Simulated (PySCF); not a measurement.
C3H8Ge, SMILES C=[CH][GeH2][CH3].

Geometry optimised at PBE0-D3(BJ)/def2-SVP. This is a generated structure with no PubChem entry under its InChIKey; it may be hypothetical. One conformer was computed; it need not be the lowest.

These are TDDFT-M06-2X/def2-SVPD in PySCF values and carry that method's errors.

Vertical excitations.  State labels are in the subgroup Cs.

Computed excitation energies, oscillator strengths and character:
| state | symmetry | energy (eV) | λ (nm) | f | main pairs |
|---|---|---|---|---|---|
| S1 | A" | 6.44 | 192 | 0.001 | HOMO−1→LUMO 89 % |
| S2 | A' | 7.30 | 170 | 0.403 | HOMO→LUMO 96 % |
| S3 | A" | 7.40 | 168 | 0.004 | HOMO→LUMO+1 83 % |
| S4 | A" | 7.86 | 158 | 0.000 | HOMO→LUMO+2 82 % |
| S5 | A" | 7.99 | 155 | 0.004 | HOMO−2→LUMO 80 % |
| S6 | A' | 8.01 | 155 | 0.044 | HOMO−1→LUMO+1 87 % |
| S7 | A" | 8.24 | 150 | 0.097 | HOMO→LUMO+3 65 %, HOMO−3→LUMO+1 12 % |
| S8 | A' | 8.33 | 149 | 0.037 | HOMO−2→LUMO+1 72 %, HOMO−1→LUMO+2 13 % |
| S9 | A' | 8.47 | 146 | 0.025 | HOMO−1→LUMO+2 67 %, HOMO−2→LUMO+1 11 % |
| S10 | A" | 8.55 | 145 | 0.008 | HOMO→LUMO+4 77 % |
| T1 | A' | 4.68 | 265 | 0 | HOMO→LUMO 90 % |
| T2 | A" | 6.07 | 204 | 0 | HOMO−1→LUMO 88 % |
| T3 | A" | 7.34 | 169 | 0 | HOMO→LUMO+1 80 % |
| T4 | A' | 7.76 | 160 | 0 | HOMO−1→LUMO+1 39 %, HOMO−2→LUMO+1 25 %, HOMO−1→LUMO+2 11 %, HOMO−2→LUMO+2 7 % |
Triplets are in the Tamm–Dancoff approximation, which puts them higher than full response would, so one can lie above its singlet here.
